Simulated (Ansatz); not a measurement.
Geometry optimisation, UKS B3LYP/cc-pVDZ (Ansatz).

Input:

```yaml
crystal:
  periodic: [false, false, false]
  atoms:
    - { symbol: B, position_ang: [-1.25094, 0.57397, -1.21505] }
    - { symbol: C, position_ang: [-0.31512, 0.27204, -0.28452] }
    - { symbol: C, position_ang: [0.64622, -0.13705, 0.66798] }
    - { symbol: Cl, position_ang: [1.06706, -1.93162, 0.57645] }
    - { symbol: H, position_ang: [-2.05265, 0.83892, -1.98421] }
    - { symbol: H, position_ang: [0.29987, 0.00979, 1.69489] }
    - { symbol: H, position_ang: [1.60557, 0.37395, 0.54446] }
magnetization:
  spin_polarized: true
  initial_magnetization: 1
basis:
  gaussian: { orbitals: cc-pVDZ }
hamiltonian:
  xc: b3lyp
relax:
  f_tol: 0.02
  max_steps: 50
```

Run as:

```bash
$ ansatz run input.yaml --threads 2 --pin off --max-ram 3072MiB --backend cpu --events-out ev --progress --plain --runs-dir out
```

Task: Where does it end, and by what steps?

Result: The forces met the threshold. After 5 steps the energy has fallen by 0.043 eV; Cl4 moved furthest, 0.12 Å.

| step | energy less start (eV) | largest force component (eV/Å) | accepted |
| --- | --- | --- | --- |
| 0 | 0.0000 | 0.730 | yes |
| 1 | -0.0371 | 0.169 | yes |
| 2 | -0.0404 | 0.094 | yes |
| 3 | -0.0430 | 0.094 | yes |
| 4 | -0.0426 | 0.118 | no |
| 5 | -0.0432 | 0.010 | yes |

```xyz
7
Properties=species:S:1:pos:R:3
B -1.267 0.587 -1.218
C -0.333 0.202 -0.305
C 0.646 -0.171 0.661
Cl 1.151 -1.961 0.656
H -2.075 0.930 -2.004
H 0.293 0.023 1.688
H 1.585 0.391 0.522
```

Whether the end is a true minimum wasn't checked by a vibrational analysis.

Time of the run: 14 s on 2 threads of Intel(R) Xeon(R) Platinum 8488C (Sapphire Rapids) (shared host), peak memory 0.21 GiB.
